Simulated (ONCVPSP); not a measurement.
# N (Z = 7): excitation energies, all-electron against ONCV

- Element: N
- Generator: ONCVPSP 4.0.1
- Type: optimised norm-conserving Vanderbilt (ONCV)
- Functional: PBE
- Relativity: scalar-relativistic
- Frozen core: [He]
- Valence charge: 5
- Reference configuration: 2s2 2p2 (charge +1)
- Partial waves: 2s: rc 0.80 bohr, ncon 4, nbas 8, qcut 10.2 1/bohr, local; 2p: rc 2.35 bohr, ncon 4, nbas 8, qcut 7.3 1/bohr, 2 projectors, debl 2.1 Ha; d scattering state at 0.25 Ha: rc 2.20 bohr, ncon 4, nbas 7, qcut 4.2 1/bohr, 2 projectors, debl 0.9 Ha
- Local potential: the s channel
- Core correction: Teter function, fcfact 2, rcfact 1.45

Energies are relative to the spin-unpolarised reference configuration 2s2 2p2; without spin polarisation the order of configurations can differ from experiment.

```
valence configuration  charge  ΔE all-electron (eV)  error AE − PS (meV)
              2s2 2p3       0               -13.591                  +91
              2s2 2p1      +2                28.853                 +272
              2s2 2p0      +3                75.935                +1600
              2s1 2p0      +4               153.754                +2857
```

Levels in the configuration 2s2 2p3:

```csv
level,all-electron (eV),pseudo (eV)
2s,-18.583,-18.553
2p,-7.090,-7.204
```
